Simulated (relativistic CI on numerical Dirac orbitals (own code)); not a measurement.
# Hyperfine structure of Hf XLVIII, mass number 177

Method of calculation: Dirac-Coulomb-Breit CI, separate exchange-only KLI orbitals for each configuration, QED by a radiative potential, unscaled Slater integrals (own radial code, finite nucleus).

Configuration list (outside the closed core [Ne]): 3s2 3p6 3d7, 3s2 3p5 3d8, 3s2 3p4 3d9, 3s 3p6 3d8, 3p6 3d9, 3s 3p5 3d9, 3s2 3p6 3d6 4s, 3s2 3p6 3d6 4p, 3s2 3p4 3d8 4s, 3s2 3p6 3d6 4d, 3s2 3p4 3d8 4p, 3s2 3p5 3d7 4s, 3s2 3p6 3d6 4f, 3s2 3p5 3d7 4p, 3s2 3p6 3d5 4s2, 3s 3p6 3d7 4s. Levels of other configurations are missing.

Nuclear spin I = 7/2, μ = 0.791 μN, Q = 3.37 b (tables of Stone and Pyykkö). The electronic factors are computed for point nuclear moments, without core polarisation or the Bohr-Weisskopf and QED corrections.

```json
{"Level": "3s2 3p6 3d7 4F_9/2", "E (cm⁻¹)": "0", "A (MHz)": "8115", "B (MHz)": "31100"}
{"Level": "3s2 3p6 3d7 2D_5/2", "E (cm⁻¹)": "151046", "A (MHz)": "8219", "B (MHz)": "31300"}
{"Level": "3s2 3p6 3d7 4F_7/2", "E (cm⁻¹)": "459890", "A (MHz)": "9094", "B (MHz)": "65500"}
{"Level": "3s2 3p6 3d7 4P_5/2", "E (cm⁻¹)": "554190", "A (MHz)": "3386", "B (MHz)": "-179000"}
{"Level": "3s2 3p6 3d7 4P_1/2", "E (cm⁻¹)": "564935", "A (MHz)": "-4006", "B (MHz)": ""}
{"Level": "3s2 3p6 3d7 2H_11/2", "E (cm⁻¹)": "582935", "A (MHz)": "11500", "B (MHz)": "-396000"}
{"Level": "3s2 3p6 3d7 2F_7/2", "E (cm⁻¹)": "633594", "A (MHz)": "12490", "B (MHz)": "-57600"}
{"Level": "3s2 3p6 3d7 2F_5/2", "E (cm⁻¹)": "672889", "A (MHz)": "12690", "B (MHz)": "39600"}
```

Levels with J = 0, under 50 % of one LS term, or S terms without an open s electron are left out. Small factors come from cancelling terms and can be off by tens of per cent or more.

At this charge energies of transitions that change n are usually good to better than 1 %, and those within a shell (Δn = 0) to a few per cent.

Problem. Give the hyperfine levels of 3s2 3p6 3d7 4F_9/2 relative to its centre of gravity.

Solution. With K = F(F + 1) − I(I + 1) − J(J + 1), E = AK/2 + B[¾K(K + 1) − I(I + 1)J(J + 1)]/[2I(2I − 1)J(2J − 1)]: F = 1: -141900, F = 2: -130200, F = 3: -111600, F = 4: -85030, F = 5: -49090, F = 6: -1885, F = 7: 58810, F = 8: 135600 MHz.

LS names give the leading component of a level, which can be under half, so a name can repeat, a term be missing and a line seem to break the LS rules.
